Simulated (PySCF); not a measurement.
# Relaxation of doublet IrO4

These are results of UPBE in PySCF with Ir def2-SVP with ECP60, O def2-SVP; scalar-relativistic core potentials, no spin–orbit coupling; density-fitted integrals, not measurements. A (50,194) grid was used.

A hand-made tetrahedral start, of Td symmetry, held to at least that symmetry:

Coordinates in bohr (charge 0 multiplicity 2):
```
Ir    0.0000    0.0000    0.0000
O     2.6539   -0.0001    1.8766
O    -2.6539    0.0000    1.8766
O     0.0001    2.6540   -1.8765
O    -0.0001   -2.6538   -1.8767
```

Problem. What does it relax to?

Solution. It ends at Td with Ir–O 1.747 Å (×4); O–Ir–O 109.5° (×6). No frequency check is given, so it may be a saddle point. Other isomers or separated fragments may lie lower. A symmetry-breaking gradient of 0.0042 Eh/bohr is left: the electronic state wants a lower symmetry.

Problem. How much energy is released, and in how many steps?

Solution. 7.2 kJ/mol in 3 steps.

Other spin states or occupations of the open shell can lie lower. No spin–orbit coupling is included, which matters more the heavier the element.

The relaxation took about 2.7 core-minutes on a shared host.
